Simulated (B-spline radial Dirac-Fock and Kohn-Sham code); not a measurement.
Anomalous scattering factors of Pr, 521.1 eV to 2.9844 keV

Model: the dispersion relation over Dirac-Hartree-Slater subshell photoionisation cross sections, with the Kissel-Pratt high-energy constant (isolated atom, no bound-bound lines or fine structure). Program: a radial B-spline solver. The forward scattering factor is f₀ + f′ + i f″.

Edges near this range: M1 1511.0 eV, M2 1337.0 eV, M3 1242.0 eV, M4 948.3 eV, M5 928.8 eV.

```
hν (eV)  λ (Å)   f′ (e)  f″ (e)  tabulated f′  tabulated f″
  521.1  23.79  -31.695   8.940             –          8.52
  726.3  17.07  -32.831   7.778             –          7.49
  784.2  15.81  -34.425   7.424             –          7.15
    998  12.42  -37.576  34.751             –         35.31
   1000  12.40  -37.152  34.622        -38.65         35.23
   1071  11.58  -28.563  31.265        -29.22         31.95
 1253.6  9.890  -22.968  29.639        -22.35         29.14
   1386  8.945  -16.685  27.923        -16.55         27.16
 1486.9  8.338  -14.147  25.687        -14.21         24.94
   1870  6.630   -7.668  20.209         -7.54         19.54
   2000  6.199   -6.688  18.496         -6.61         17.86
   2085  5.946   -6.201  17.494         -6.10         16.88
   2295  5.402   -5.354  15.347         -5.29         14.79
   2395  5.177        ?       ?             ?             ?
 2984.4  4.154   -4.441  10.552         -4.46         10.30
```

**Question.** What are f′ and f″ at 2395 eV?

**Answer.** f′ = -5.081 and f″ = 14.464 electrons (tables: -5.06 and 13.95). By the optical theorem f″ corresponds to a photoabsorption cross section 2 rₑ λ f″ = 422000 b.

Tabulated f′: xraylib 4.2 anomalous scattering factors (Cullen et al., EPDL97); f″: Chantler's tables (J. Phys. Chem. Ref. Data 1995 and 2000). Both are theoretical tables.

Values without a named source are computed, but for edge energies of neutral atoms, which are taken from tables.
